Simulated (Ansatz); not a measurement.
Geometry optimisation, RKS LDA/def2-SVP (Ansatz).

The input (input.yaml):

```yaml
crystal:
  periodic: [false, false, false]
  atoms:
    - { symbol: Ga, position_ang: [0.227608, 0.097898, -0.188123] }
    - { symbol: Cl, position_ang: [0.78366, -0.434524, 1.871989] }
    - { symbol: H, position_ang: [1.723982, 0.42136, -0.412106] }
    - { symbol: "N", position_ang: [-1.430443, -0.0131, -0.808266] }
    - { symbol: H, position_ang: [-2.208329, -0.315107, -0.216756] }
    - { symbol: H, position_ang: [-1.711378, 0.243473, -1.756538] }
basis:
  gaussian: { orbitals: def2-SVP }
hamiltonian:
  xc: lda
relax:
  f_tol: 0.03
  max_steps: 50
```

Launched with:

```bash
$ ansatz run input.yaml --threads 1 --pin off --max-ram 2048MiB --backend cpu --events-out ev --progress --plain --runs-dir out
```

**Question.** Where does it end, and by what steps?

**Answer.** The forces met the threshold. After 5 steps the energy has fallen by 0.492 eV; H3 moved furthest, 0.45 Å.

```csv
step,energy less start (eV),largest force component (eV/Å),accepted
0,0.0000,1.058,yes
1,-0.3241,0.859,yes
2,-0.4737,0.513,yes
3,-0.4907,0.199,yes
4,-0.4922,0.035,yes
5,-0.4923,0.015,yes
```

```xyz
6
Properties=species:S:1:pos:R:3
Ga 0.337 0.078 -0.068
Cl 0.450 -0.526 1.979
H 1.605 0.529 -0.830
N -1.318 -0.007 -0.731
H -2.118 -0.315 -0.171
H -1.571 0.242 -1.690
```

Whether the end is a true minimum wasn't checked by a vibrational analysis.

The run took 11 s on 1 thread of Arm Neoverse V1, on a shared host, peak memory 0.14 GiB.
